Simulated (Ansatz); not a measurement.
Start from `O[Si](F)([SiH3])[SiH3]` and change one element to get `O[Si]([SiH3])([SiH3])Cl`.

Ansatz, PBE0-D4/def2-TZVP geometries, multiplicity 1. Each molecule was computed in one conformer, which needn't be the lowest.

```json
{"property": "size of the dipole moment (ωB97M-V/def2-TZVPP) / D", "`O[Si](F)([SiH3])[SiH3]`": "1.34"}
{"property": "HOMO energy (PBE0/def2-TZVPP) / eV", "`O[Si](F)([SiH3])[SiH3]`": "-7.61"}
{"property": "HOMO–LUMO gap (ωB97M-V/def2-TZVPP) / eV", "`O[Si](F)([SiH3])[SiH3]`": "10.50"}
{"property": "HOMO energy (ωB97M-V/def2-TZVPP) / eV", "`O[Si](F)([SiH3])[SiH3]`": "-9.57"}
{"property": "HOMO energy (PBE/def2-TZVPP) / eV", "`O[Si](F)([SiH3])[SiH3]`": "-6.49"}
{"property": "HOMO energy (B3LYP/def2-TZVPP) / eV", "`O[Si](F)([SiH3])[SiH3]`": "-7.43"}
```

(1) Give the same properties after the change, and the shifts. (Best estimate.)

Results:

(1) The calculation gave: 
```json
{"property": "size of the dipole moment (ωB97M-V/def2-TZVPP) / D", "`O[Si]([SiH3])([SiH3])Cl`": "1.30", "shift": "-0.04"}
{"property": "HOMO energy (PBE0/def2-TZVPP) / eV", "`O[Si]([SiH3])([SiH3])Cl`": "-7.56", "shift": "0.05"}
{"property": "HOMO–LUMO gap (ωB97M-V/def2-TZVPP) / eV", "`O[Si]([SiH3])([SiH3])Cl`": "10.42", "shift": "-0.08"}
{"property": "HOMO energy (ωB97M-V/def2-TZVPP) / eV", "`O[Si]([SiH3])([SiH3])Cl`": "-9.52", "shift": "0.05"}
{"property": "HOMO energy (PBE/def2-TZVPP) / eV", "`O[Si]([SiH3])([SiH3])Cl`": "-6.44", "shift": "0.05"}
{"property": "HOMO energy (B3LYP/def2-TZVPP) / eV", "`O[Si]([SiH3])([SiH3])Cl`": "-7.37", "shift": "0.06"}
```

Dipoles are sizes alone; their direction can turn.

Positive LUMOs are unbound, so they and the gaps depend on the basis.

B3LYP here is the variant with VWN-RPA as its local correlation; programs differ in this.
